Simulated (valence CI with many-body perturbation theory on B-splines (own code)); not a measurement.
**Which ion has this spectrum?**

A relativistic CI+MBPT calculation for an atom or ion with 33 electrons gives these levels (cm⁻¹):

| J | Parity | E | g |
| --- | --- | --- | --- |
| 3/2 | odd | 0 | 1.36 |
| 3/2 | odd | 718539 | 1.45 |
| 5/2 | odd | 762566 | 1.20 |
| 1/2 | odd | 817958 | 0.66 |
| 3/2 | even | 1240637 | 0.79 |
| 5/2 | even | 1425375 | 1.31 |
| 5/2 | even | 1541277 | 1.37 |
| 3/2 | odd | 1544415 | 1.30 |
| 1/2 | even | 1630135 | 2.11 |
| 3/2 | even | 1647028 | 1.17 |
| 5/2 | even | 1955464 | 0.96 |
| 3/2 | even | 1957479 | 0.91 |
| 1/2 | even | 1960088 | 0.21 |
| 7/2 | even | 1999547 | 1.05 |

The energies are calculated, and their last digits are not significant.

Q: Which is it?
A. Re42+
B. W41+
C. Lu38+
D. Ta40+

A: B. W41+, ground level (4s^2 4p1/2^2 4p3/2) J=3/2.
